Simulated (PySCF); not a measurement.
A calculated (UHF, PySCF 2.14, 6-31G*, no relativity, point nucleus) atom or ion has these occupied shells.

```tsv
shell	electrons	orbital energy (eV)	rms radius, mean of both spins (bohr)
1s α	1	-3241.6	0.0998
1s β	1	-3241.2	0.0998
2s α	1	-349.40	0.448
2s β	1	-349.01	0.448
2p α	3	-274.69	0.417
2p β	3	-274.00	0.417
3s α	1	-48.554	1.49
3s β	1	-44.717	1.49
3p α	3	-29.150	1.70
3p β	2	-27.564	1.70
```

Task: Name the element and its charge.

Result: Ar⁺ (argon, charge +1), in [Ne] 3s2 3p5, 2P determinant.
